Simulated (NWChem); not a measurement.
System: AlH$_{2}$O$_{2}$, doublet; SMILES [OH][Al][OH]

NWChem input:

```
start job
memory heap 200 mb stack 900 mb global 1100 mb
geometry units angstroms noautosym nocenter noautoz
  Al     0.000000     0.000000    -0.824552
  O     -1.539042     0.000000    -0.041290
  H     -1.654476     0.000000     0.924491
  O      1.539042     0.000000    -0.041290
  H      1.654476     0.000000     0.924491
end
basis spherical
  Al library 6-31g*
  O library 6-31g*
  H library 6-31g*
end
dft
  odft
  mult 2
  xc hfexch
  iterations 150
  mulliken
end
task dft energy
esp
  recalculate
  probe 0.07
  range 0.3
  factor 1.0
  spacing 0.02
end
task esp
```

Parts of the log:

```
             Northwest Computational Chemistry Package (NWChem) 7.3.0
             --------------------------------------------------------

                             Geometry "geometry" -> ""
                             -------------------------

 Output coordinates in angstroms (scale by  1.889725989 to convert to a.u.)

  No.       Tag          Charge          X              Y              Z
 ---- ---------------- ---------- -------------- -------------- --------------
    1 Al                  13.0000     0.00000000     0.00000000    -0.82455200
    2 O                    8.0000    -1.53904200     0.00000000    -0.04129000
    3 H                    1.0000    -1.65447600     0.00000000     0.92449100
    4 O                    8.0000     1.53904200     0.00000000    -0.04129000
    5 H                    1.0000     1.65447600     0.00000000     0.92449100

 Effective nuclear repulsion energy (a.u.)      91.8581780817

  xc_inp: hfexch multiplicative factor not found.

                                 NWChem DFT Module
                                 -----------------

 Summary of "ao basis" -> "ao basis" (spherical)
 ------------------------------------------------------------------------------
       Tag                 Description            Shells   Functions and Types
 ---------------- ------------------------------  ------  ---------------------
 Al                          6-31g*                  8       18   4s3p1d
 O                           6-31g*                  6       14   3s2p1d
 H                           6-31g*                  2        2   2s

            General Information
            -------------------
          SCF calculation type: DFT
          Wavefunction type:  spin polarized.
          No. of atoms     :     5
          No. of electrons :    31
           Alpha electrons :    16
            Beta electrons :    15
          Charge           :     0
          Spin multiplicity:     2
          Use of symmetry is: off; symmetry adaption is: off
          Maximum number of iterations: 150
          AO basis - number of functions:    50
                     number of shells:    24
          Convergence on energy requested:  1.00D-06
          Convergence on density requested:  1.00D-05
          Convergence on gradient requested:  5.00D-04

              XC Information
              --------------
                     Hartree-Fock (Exact) Exchange  1.000

      Superposition of Atomic Density Guess
      -------------------------------------

 Sum of atomic energies:        -392.36382024

      Non-variational initial energy
      ------------------------------

 Total energy =    -392.764715
 1-e energy   =    -725.939392
 2-e energy   =     241.316499
 HOMO         =      -0.184511
 LUMO         =       0.038623

     ---------------------------------------------
      Total Density - Mulliken Population Analysis
     ---------------------------------------------

    Atom       Charge   Shell Charges
 -----------   ------   -------------------------------------------------------
    1 Al  13    11.81   2.00  2.00  5.97  0.70  0.41  0.49  0.10  0.14
    2 O    8     9.14   2.00  0.94  3.18  0.91  2.11  0.01
    3 H    1     0.45   0.35  0.10
    4 O    8     9.14   2.00  0.94  3.18  0.91  2.11  0.01
    5 H    1     0.45   0.35  0.10

     --------------------------------------------
      Spin Density - Mulliken Population Analysis
     --------------------------------------------

    Atom       Charge   Shell Charges
 -----------   ------   -------------------------------------------------------
    1 Al  13     0.86   0.00  0.00  0.00  0.29  0.09  0.43  0.03  0.01
    2 O    8     0.05   0.00  0.02  0.04 -0.01  0.00  0.00
    3 H    1     0.02   0.01  0.02
    4 O    8     0.05   0.00  0.02  0.04 -0.01  0.00  0.00
    5 H    1     0.02   0.01  0.02

[...]

                     NWChem Electrostatic Potential Fit Module
                     -----------------------------------------

 Atom parameters

 Number of atoms is                                    5
 Number of basis functions is                         50

 Grid parameters

 Maximum number of grid points is                  26123
 Number of grid points is                          26122
 Grid range                                     0.300000 nm
 Grid spacing                                   0.020000 nm
 Probe radius                                   0.070000 nm
 Atom radius factor                             1.000000

 Atomic radii

    1    0.100000
    8    0.136000
   13    0.195000
 FASTESP  F
  using M.O. file = ./job.movecs

    Atom              Coordinates                           Charge

                                                  ESP

    1 Al    0.000000    0.000000   -0.082455    0.750113
    2 O    -0.153904    0.000000   -0.004129   -0.845595
    3 H    -0.165448    0.000000    0.092449    0.470703
    4 O     0.153904    0.000000   -0.004129   -0.844589
    5 H     0.165448    0.000000    0.092449    0.469368
                                            ------------
                                               -0.000000

 Dipole moment                                  0.605408

 Quadrupole moment Qxx                        -14.772496
                   Qyy                          0.549601
                   Qzz                         14.222895

 RMS deviation kJ/mol                           0.133331

 RRMS %                                        31.198038
```

Level: UHF/6-31G* (spherical d). In the optimisation the excess spin sits in a1 (C2v, its own frame). Coordinates come from a PBE-D3(BJ)/def2-SVP, spin-unrestricted optimisation. The spin multiplicity was typed, not searched, and may not be the lowest. No stability test was run on the SCF state.
